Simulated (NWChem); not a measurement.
System: C$_{5}$H$_{3}$F; SMILES C(=C)=C(F)C#C

NWChem input:

```
start job
memory heap 200 mb stack 900 mb global 1100 mb
geometry units angstroms
  C      0.941726     2.338686     0.000000
  C      0.332092     1.275186     0.000000
  C     -0.378883     0.042366     0.000000
  F     -1.735173     0.150108     0.000000
  C      0.205045    -1.152611     0.000000
  C      0.808763    -2.319515     0.000000
  H      1.480565     3.276021     0.000000
  H      1.074331    -2.835187     0.941557
  H      1.074331    -2.835187    -0.941557
end
basis spherical
  C library sto-3g
  F library sto-3g
  H library sto-3g
end
dft
  xc hfexch
  iterations 150
end
driver
  maxiter 120
end
task dft optimize
task dft freq
```

Output (shortened):

```
             Northwest Computational Chemistry Package (NWChem) 7.3.0
             --------------------------------------------------------

 CS  symmetry detected

                             Geometry "geometry" -> ""
                             -------------------------

 Output coordinates in angstroms (scale by  1.889725989 to convert to a.u.)

  No.       Tag          Charge          X              Y              Z
 ---- ---------------- ---------- -------------- -------------- --------------
    1 C                    6.0000     0.95493452     2.33703328     0.00000000
    2 C                    6.0000     0.34508508     1.27365681     0.00000000
    3 C                    6.0000    -0.36613966     0.04098087     0.00000000
    4 F                    9.0000    -1.72240780     0.14899763     0.00000000
    5 C                    6.0000     0.21754625    -1.15411440     0.00000000
    6 C                    6.0000     0.82102784    -2.32114069     0.00000000
    7 H                    1.0000     1.49396339     3.27425910     0.00000000
    8 H                    1.0000     1.08649136    -2.83686647     0.94155700
    9 H                    1.0000     1.08649136    -2.83686647    -0.94155700

 Effective nuclear repulsion energy (a.u.)     179.8803264136

      Symmetry information
      --------------------

 Group name             Cs
 Group number              2
 Group order               2
 No. of unique centers     8

                                Z-matrix (autoz)
                                --------

 Units are Angstrom for bonds and degrees for angles

      Type          Name      I     J     K     L     M      Value
      ----------- --------  ----- ----- ----- ----- ----- ----------
    1 Stretch                  1     2                       1.22584
    2 Stretch                  1     7                       1.08118
    3 Stretch                  2     3                       1.42314
    4 Stretch                  3     4                       1.36056
    5 Stretch                  3     5                       1.33002
    6 Stretch                  5     6                       1.31383
    7 Stretch                  6     8                       1.10588
    8 Stretch                  6     9                       1.10588
    9 Bend                     1     3     4               115.36115
   10 Bend                     1     3     5               124.05434
   11 Bend                     2     3     4               115.43035
   12 Bend                     2     3     5               123.98514
   13 Bend                     3     6     8               121.63314
   14 Bend                     3     6     9               121.63314
   15 Bend                     4     3     5               120.58451
   16 Bend                     5     6     8               121.63472
   17 Bend                     5     6     9               121.63472
   18 Bend                     6     3     2               123.33265
   19 Bend                     6     3     4               121.23700
   20 Bend                     7     3     4               115.35822
   21 Bend                     7     3     5               124.05727
   22 Bend                     8     6     9               116.73044
   23 Torsion                  2     3     6     8          89.65924
   24 Torsion                  2     3     6     9         -89.65924
   25 Torsion                  3     2     5     6         180.00000
   26 Torsion                  1     2     4     3         180.00000
   27 Torsion                  4     3     6     8         -90.34076
   28 Torsion                  4     3     6     9          90.34076
   29 Torsion                  3     4     5     6         180.00000
   30 Torsion                  1     2     5     3         180.00000
   31 Torsion                  5     6     8     9         179.87389
   32 Torsion                  5     6     9     8        -179.87389
   33 Torsion                  3     4     1     7         180.00000
   34 Torsion                  3     5     1     7         180.00000
   35 Torsion                  3     5     8     6        -177.05250
   36 Torsion                  3     5     9     6         177.05250

  xc_inp: hfexch multiplicative factor not found.

                           NWChem Geometry Optimization
                           ----------------------------

 maximum gradient threshold         (gmax) =   0.000450
 rms gradient threshold             (grms) =   0.000300
 maximum cartesian step threshold   (xmax) =   0.001800
 rms cartesian step threshold       (xrms) =   0.001200
 fixed trust radius                (trust) =   0.300000
 source of zmatrix                         =   autoz

          -------------------
          Energy Minimization
          -------------------

 Using diagonal initial Hessian
 Scaling for Hessian diagonals: bonds = 1.00  angles = 0.25  torsions = 0.10

          --------
          Step   0

                                 NWChem DFT Module
                                 -----------------

 Summary of "ao basis" -> "ao basis" (spherical)
 ------------------------------------------------------------------------------
       Tag                 Description            Shells   Functions and Types
 ---------------- ------------------------------  ------  ---------------------
 C                           sto-3g                  3        5   2s1p
 F                           sto-3g                  3        5   2s1p
 H                           sto-3g                  1        1   1s

      Symmetry analysis of basis
      --------------------------

        a'         26
        a"          7

            General Information
            -------------------
          SCF calculation type: DFT
          Wavefunction type:  closed shell.
          No. of atoms     :     9
          No. of electrons :    42
           Alpha electrons :    21
            Beta electrons :    21
          Charge           :     0
          Spin multiplicity:     1
          Use of symmetry is: on ; symmetry adaption is: on
          Maximum number of iterations: 150
          AO basis - number of functions:    33
                     number of shells:    21
          Convergence on energy requested:  1.00D-06
          Convergence on density requested:  1.00D-05
          Convergence on gradient requested:  5.00D-04

              XC Information
              --------------
                     Hartree-Fock (Exact) Exchange  1.000

      Superposition of Atomic Density Guess
      -------------------------------------

 Sum of atomic energies:        -285.29240338

      Non-variational initial energy
      ------------------------------

 Total energy =    -286.692226
 1-e energy   =    -752.141435
 2-e energy   =     285.568883
 HOMO         =      -0.051160
 LUMO         =       0.206779

      Symmetry analysis of molecular orbitals - initial
      -------------------------------------------------

  Numbering of irreducible representations:

     1 a'          2 a"

  Orbital symmetries:

     1 a'          2 a'          3 a'          4 a'          5 a'
     6 a'          7 a'          8 a'          9 a'         10 a'
    11 a'         12 a'         13 a'         14 a'         15 a"
    16 a"         17 a'         18 a"         19 a'         20 a'
    21 a"         22 a'         23 a"         24 a'         25 a"
    26 a'         27 a'         28 a'         29 a'         30 a"
    31 a'

[...]

      ----------------------
      Optimization converged
      ----------------------

  Step       Energy      Delta E   Gmax     Grms     Xrms     Xmax
  ---- ---------------- -------- -------- -------- -------- --------
@    9    -286.60420247 -9.0D-08  0.00005  0.00001  0.00057  0.00157
                                     ok       ok       ok       ok

                                Z-matrix (autoz)
                                --------

 Units are Angstrom for bonds and degrees for angles

      Type          Name      I     J     K     L     M      Value     Gradient
      ----------- --------  ----- ----- ----- ----- ----- ---------- ----------
    1 Stretch                  1     2                       1.17280   -0.00005
    2 Stretch                  1     7                       1.06544    0.00002
    3 Stretch                  2     3                       1.46524   -0.00001
    4 Stretch                  3     4                       1.36852   -0.00002
    5 Stretch                  3     5                       1.30218    0.00002
    6 Stretch                  5     6                       1.28646    0.00000
    7 Stretch                  6     8                       1.08562   -0.00000
    8 Stretch                  6     9                       1.08562   -0.00000
    9 Bend                     1     3     4               115.31813   -0.00000
   10 Bend                     1     3     5               122.91200   -0.00000
   11 Bend                     2     3     4               115.28014   -0.00004
   12 Bend                     2     3     5               122.95000    0.00003
   13 Bend                     3     6     8               122.11945    0.00000
   14 Bend                     3     6     9               122.11945    0.00000
   15 Bend                     4     3     5               121.76986    0.00001
   16 Bend                     5     6     8               122.12013    0.00000
   17 Bend                     5     6     9               122.12013    0.00000
   18 Bend                     6     3     2               122.65511    0.00003
   19 Bend                     6     3     4               122.06476    0.00001
   20 Bend                     7     3     4               115.33400    0.00000
   21 Bend                     7     3     5               122.89613   -0.00001
   22 Bend                     8     6     9               115.75971   -0.00000
   23 Torsion                  2     3     6     8          89.77533   -0.00000
   24 Torsion                  2     3     6     9         -89.77533    0.00000
   25 Torsion                  3     2     5     6         180.00000    0.00000
   26 Torsion                  1     2     4     3         180.00000   -0.00000
   27 Torsion                  4     3     6     8         -90.22467   -0.00000
   28 Torsion                  4     3     6     9          90.22467    0.00000
   29 Torsion                  3     4     5     6         180.00000    0.00000
   30 Torsion                  1     2     5     3         180.00000   -0.00000
   31 Torsion                  5     6     8     9        -179.92989    0.00001
   32 Torsion                  5     6     9     8         179.92989   -0.00001
   33 Torsion                  3     4     1     7         180.00000    0.00000
   34 Torsion                  3     5     1     7         180.00000    0.00000
   35 Torsion                  3     5     8     6        -178.65903    0.00001
   36 Torsion                  3     5     9     6         178.65903   -0.00001

                         Geometry "geometry" -> "geometry"
                         ---------------------------------

 Output coordinates in angstroms (scale by  1.889725989 to convert to a.u.)

  No.       Tag          Charge          X              Y              Z
 ---- ---------------- ---------- -------------- -------------- --------------
    1 C                    6.0000     0.95573565     2.29782324     0.00000000
    2 C                    6.0000     0.36604253     1.28405593     0.00000000
    3 C                    6.0000    -0.36880100     0.01640689     0.00000000
    4 F                    9.0000    -1.73248277     0.13140521     0.00000000
    5 C                    6.0000     0.22135429    -1.14436342     0.00000000
    6 C                    6.0000     0.81622878    -2.28501837     0.00000000
    7 H                    1.0000     1.49156877     3.21871311     0.00000000
    8 H                    1.0000     1.08367305    -2.79654147     0.91944831
    9 H                    1.0000     1.08367305    -2.79654147    -0.91944831

 Effective nuclear repulsion energy (a.u.)     181.3286880196

      Symmetry information
      --------------------

[...]

 Rotational Constants
 --------------------
 A=   0.196563 cm-1  (  0.282804 K)
 B=   0.088860 cm-1  (  0.127847 K)
 C=   0.061962 cm-1  (  0.089148 K)

 Temperature                      =   298.15K
 frequency scaling parameter      =   1.0000

 Zero-Point correction to Energy  =   42.803 kcal/mol  (  0.068211 au)
 Thermal correction to Energy     =   46.217 kcal/mol  (  0.073651 au)
 Thermal correction to Enthalpy   =   46.809 kcal/mol  (  0.074595 au)

 Total Entropy                    =   74.802 cal/mol-K
   - Translational                =   39.110 cal/mol-K (mol. weight =  82.0219)
   - Rotational                   =   26.790 cal/mol-K (symmetry #  =        1)
   - Vibrational                  =    8.902 cal/mol-K

 Cv (constant volume heat capacity) =   18.446 cal/mol-K
   - Translational                  =    2.979 cal/mol-K
   - Rotational                     =    2.979 cal/mol-K
   - Vibrational                    =   12.487 cal/mol-K

[normal modes left out]

 ----------------------------------------------------------------------------
 Normal Eigenvalue ||           Projected Infra Red Intensities
  Mode   [cm**-1]  || [atomic units] [(debye/angs)**2] [(KM/mol)] [arbitrary]
 ------ ---------- || -------------- ----------------- ---------- -----------
    1       -0.000 ||    0.000023           0.001         0.023       0.014
    2       -0.000 ||    0.000532           0.012         0.519       0.322
    3        0.000 ||    0.000013           0.000         0.013       0.008
    4        0.000 ||    0.000035           0.001         0.034       0.021
    5        0.000 ||    0.000243           0.006         0.237       0.147
    6        0.000 ||    0.000240           0.006         0.234       0.145
    7      146.071 ||    0.000362           0.008         0.353       0.219
    8      250.911 ||    0.000329           0.008         0.321       0.199
    9      275.325 ||    0.000540           0.012         0.527       0.327
   10      384.929 ||    0.000003           0.000         0.003       0.002
   11      597.404 ||    0.007287           0.168         7.104       4.406
   12      693.294 ||    0.003761           0.087         3.667       2.274
   13      700.694 ||    0.002438           0.056         2.377       1.474
   14      750.997 ||    0.000013           0.000         0.012       0.008
   15      824.166 ||    0.008185           0.189         7.979       4.949
   16      924.178 ||    0.015971           0.368        15.569       9.656
   17      963.569 ||    0.010680           0.246        10.411       6.457
   18     1129.163 ||    0.019525           0.450        19.034      11.805
   19     1198.822 ||    0.000001           0.000         0.001       0.001
   20     1404.381 ||    0.032075           0.740        31.269      19.392
   21     1544.335 ||    0.039136           0.903        38.151      23.661
   22     1758.058 ||    0.003654           0.084         3.562       2.209
   23     2426.123 ||    0.022821           0.527        22.247      13.798
   24     2661.946 ||    0.041495           0.957        40.451      25.087
   25     3619.994 ||    0.039584           0.913        38.588      23.932
   26     3759.528 ||    0.003578           0.083         3.488       2.163
   27     3941.352 ||    0.194061           4.477       189.180     117.327
 ----------------------------------------------------------------------------
```

Level: Hartree-Fock/STO-3G.
